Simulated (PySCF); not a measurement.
# Ionisation energy of Ta by level of theory

Ta [Xe] 4f14 5d3 6s2 (4F) → Ta+ [Xe] 4f14 5d3 6s1 (5F), as a difference of total energies. Computed with PySCF 2.14 in aug-cc-pwCVDZ-PP with ECP60MDF, with a scalar-relativistic core potential. Correlated levels: valence: 5s2 5p6 frozen. The calculations carry no spin-orbit coupling.

| method | ionisation energy (eV) | error (eV) |
| --- | --- | --- |
| UHF | 5.736 | -1.837 |
| MP2 (valence) | 6.854 | -0.719 |
| SCS-MP2 (valence) | 7.077 | -0.496 |
| CCSD (valence) | 7.090 | -0.483 |
| CCSD(T) (valence) | 7.192 | -0.381 |

Reference: 7.573 eV (measured; NIST levels, between the centres of gravity of the two terms).

Errors of the correlated levels include the incompleteness of this basis and the frozen core.
